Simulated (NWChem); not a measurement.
## What each level costs for bromine monochloride (BrCl)

SMILES: BrCl
```xyz
2

Cl     0.0000     0.0000     1.4776
Br     0.0000     0.0000    -0.7177
```
Charge 0, spin multiplicity 1.

Program: NWChem. Structure: optimised with B3LYP/def2-SVP, a minimum by its harmonic frequencies.

Basis set: def2-TZVP (85 functions). Each entry is one whole single-point run; the coupled-cluster runs use the TCE module, and the SCF and DFT modules converge to different thresholds.

The Hamiltonian is non-relativistic. The correlated methods keep 14 core orbitals frozen. B3LYP has NWChem's definition, with VWN1-RPA local correlation.

**Question.** Roughly how much processor time does each of these take, relative to RHF: MP2, B2PLYP, PBE, B3LYP, r2SCAN, CR-CCSD(T)?

**Answer.** PBE about the same, within a factor of 3; B3LYP about the same, within a factor of 3; r2SCAN about the same, within a factor of 3; MP2 about the same, within a factor of 3; B2PLYP about 3; CR-CCSD(T) about 10 (rough ratios from shared machines).
